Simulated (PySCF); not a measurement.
PtH₃⁺ at several levels of theory

All levels use the PBE0 minimum (triplet; Pt–H 1.521 Å, Pt–H 1.628 Å (×2); H–Pt–H 71.2° (×2), H–Pt–H 142.5°), basis [Pt def2-TZVP with ECP60, H def2-TZVP], scalar-relativistic core potentials, density fitting, no spin–orbit coupling, PySCF. For vertical energies the ionised species is a doublet (spins chosen at PBE0 and kept) and the electron-attached one a doublet. Open shells are unrestricted, also as the reference of the correlated levels. Dipoles are about the centre of mass. A dash marks a value that was not computed or is not defined at that level.

```
  level  vertical IP (eV)  vertical EA (eV)  −ε(HOMO) (eV)  dipole (D)
   PBE0             17.13              9.71          14.40        0.20
     HF             16.84              8.17          17.79        0.32
    MP2             17.30              9.80              –           –
    PBE             16.97              9.89          13.13        0.34
CCSD(T)             16.80              9.51              –           –
 r2SCAN             17.13              9.74          13.51        0.22
  B3LYP             17.18              9.86          14.18        0.20
  TPSSh             17.13                 –          13.85        0.12
```

For PtH₃⁺ itself CCSD(T) correlates 20 electrons; T1 = 0.023, D1 = 0.087, (T) = -34 kJ/mol.

Q: Which levels differ least and most from CCSD(T) in the vertical IP?

A: Least: HF (+0.04 eV); most: MP2 (+0.50 eV).

Spin contamination in at least one species weakens the values at: HF, MP2.

With open d or f shells other occupations or spin states may lie lower. No spin–orbit coupling is included, which matters more the heavier the element.
